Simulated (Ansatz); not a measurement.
CH7AlSi2 can be A, `C[SiH]1[AlH][SiH2]1`, or B, `C1[SiH2][AlH][SiH2]1`.

Calculated with Ansatz (gas phase, PBE0-D4/def2-TZVP geometries, no zero-point term in ΔE). CCSD(T)/CBS adds triple-zeta CCSD(T) − MP2 to the extrapolated MP2 energy (def2 sets, frozen cores). DFT in def2-TZVPP. B3LYP here is the variant with VWN-RPA as its local correlation; programs differ in this.

(1) Which isomer does CCSD(T)/CBS put lower? Give the gap. (Estimate.)

(2) Give E(B) − E(A) in kcal/mol with LDA (SPW92), BLYP-D4, B3LYP-D4, B3LYP, B2PLYP, CCSD(T)/def2-TZVPP, PBE-D4. (Estimate.)

(3) Does the order hold for the free energy at 298.15 K (harmonic terms from PBE0-D4)? (Estimate.)

Largest T1 diagnostic: 0.014.

Answers

(1) The calculation gave: B, by 13.5 kcal/mol.

(2) Ansatz gave: LDA (SPW92) -9.7, BLYP-D4 -12.0, B3LYP-D4 -13.1, B3LYP -12.0, B2PLYP -12.9, CCSD(T)/def2-TZVPP -13.5, PBE-D4 -9.4. None reverses the order clearly.

(3) Ansatz gave: Yes: G(B) − G(A) = -13.3 kcal/mol.

The D4 term adds −1.2 kcal/mol with B3LYP and −0.6 kcal/mol with PBE0; it sums over pairs of atoms, weighted by their polarisabilities, and B3LYP, whose exchange is more repulsive, gets the larger term. From r2SCAN to r2SCAN0 (25 % exact exchange), in def2-TZVPP and without D4, E(B) − E(A) moves by −1.3 kcal/mol.
